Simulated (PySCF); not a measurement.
# Circular dichroism: `InChI=1S/C8H13Br/c9-8-6-4-2-1-3-5-7-8/h6H,1-5,7H2/b8-6-`

Geometry:
```tsv
atom	x (Å)	y (Å)	z (Å)
Br1	0.575	1.359	-1.798
C2	0.556	0.803	0.027
C3	1.525	0.035	0.536
C4	2.397	-0.883	-0.237
C5	1.622	-2.222	-0.286
C6	0.138	-2.123	-0.683
C7	-0.889	-1.691	0.400
C8	-1.594	-0.333	0.243
C9	-0.777	0.901	0.685
H10	1.402	-0.204	1.600
H11	3.384	-1.039	0.226
H12	2.557	-0.501	-1.256
H13	1.693	-2.713	0.701
H14	2.138	-2.895	-0.992
H15	-0.156	-3.124	-1.037
H16	0.044	-1.469	-1.567
H17	-0.422	-1.745	1.399
H18	-1.686	-2.451	0.424
H19	-1.890	-0.200	-0.812
H20	-2.534	-0.347	0.821
H21	-0.629	0.869	1.778
H22	-1.316	1.829	0.444
```

The calculation used TDDFT CAM-B3LYP/def2-SVPD circular dichroism and optical rotation, one conformer, gas phase (PySCF). Geometry: PBE0-D3(BJ)/def2-SVP.

The calculation is non-relativistic, which matters for the atoms heavier than Zn. No stereocentre is labelled: unless the shape is locked (an allene, a helicene, a hindered biaryl), the mirror image is equally populated and a measured rotation or CD is zero.

Question: Which excitations and rotatory strengths does the calculation give?

Answer: Rotatory strengths R in 10⁻⁴⁰ esu² cm², velocity form and length form (origin at the centre of mass); f in length form.
```tsv
state	E (eV)	λ (nm)	f	R (velocity)	R (length)	main
1	5.40	230	0.008	+13.4	+13.2	HOMO→LUMO 0.47, HOMO→LUMO+1 0.33
2	5.96	208	0.184	+45.9	+46.0	HOMO→LUMO+1 0.46, HOMO→LUMO 0.45
3	6.61	188	0.003	-3.7	-3.8	HOMO−1→LUMO 0.41, HOMO−1→LUMO+1 0.36
4	6.80	182	0.0007	-4.5	-3.6	HOMO→LUMO+2 0.45, HOMO→LUMO+5 0.20
5	6.84	181	0.008	-0.4	-0.8	HOMO−1→LUMO 0.44, HOMO−1→LUMO+1 0.41
6	7.02	177	0.063	-32.4	-32.8	HOMO→LUMO+3 0.46, HOMO→LUMO+4 0.19
7	7.31	170	0.021	-1.6	-1.3	HOMO→LUMO+4 0.65, HOMO→LUMO+3 0.26
8	7.47	166	0.020	-33.0	-34.0	HOMO−2→LUMO 0.51, HOMO→LUMO+5 0.10
9	7.58	164	0.002	+17.5	+17.0	HOMO−2→LUMO+1 0.34, HOMO−3→LUMO 0.14
10	7.61	163	0.005	+15.5	+16.3	HOMO→LUMO+5 0.45, HOMO→LUMO+2 0.16
11	7.78	159	0.059	-70.7	-72.3	HOMO−3→LUMO 0.47, HOMO−2→LUMO+1 0.12
12	7.84	158	0.009	-9.5	-9.7	HOMO→LUMO+6 0.79
```

Among the states computed, the strongest CD band (largest |R|) is state 11. The largest dissymmetry factor in size, g = 4R/(D+G), with D and G the electric and magnetic dipole strengths, is +0.076 for state 9 (velocity form, f = 0.003), among bands with |R| over 0.5. The mirror image has the same energies and oscillator strengths and all R with the opposite sign.
